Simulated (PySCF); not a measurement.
SbP: from constants to spectrum

RHF-CCSD(T) constants of SbP, ¹Σ⁺ (singlet), closed shell (Sb x2c-TZVPPall, P x2c-TZVPPall; spin-free X2C with a Gaussian nucleus (PySCF 2.14); masses 120.9038 and 30.9738 u):

| Quantity | Value |
| --- | --- |
| ωe | 501.7 cm⁻¹ |
| ωexe | 1.47 cm⁻¹ |
| Be | 0.13911 cm⁻¹ |
| αe | 0.000517 cm⁻¹ |
| D (centrifugal) | 4.28e-08 cm⁻¹ |
| De to Sb + P | 3.30 eV |

(1) Give the vibrational terms G(v) and spacings up to v = 6.

(2) How well does the Morse estimate ωe²/(4ωexe) reproduce De, and what is D0?

Correlated steps freeze 23 core orbitals. These are scalar-relativistic numbers at best; spin–orbit coupling would shift them, the dissociation energy most. Where the molecule has an RHF reference, its open-shell atoms are computed with UHF.

Results:

(1) G(v) = ωe(v+½) − ωexe(v+½)².

| v | G(v) (cm⁻¹) | G(v) − G(v−1) | Bv (cm⁻¹) |
| --- | --- | --- | --- |
| 0 | 250.5 |  | 0.1389 |
| 1 | 749.2 | 498.8 | 0.1383 |
| 2 | 1245.1 | 495.8 | 0.1378 |
| 3 | 1737.9 | 492.9 | 0.1373 |
| 4 | 2227.9 | 489.9 | 0.1368 |
| 5 | 2714.9 | 487.0 | 0.1363 |
| 6 | 3198.9 | 484.1 | 0.1357 |

(2) It gives 5.31 eV, 161 % of the computed De. D0 = De − G(0) = 3.30 − 0.03 = 3.27 eV.
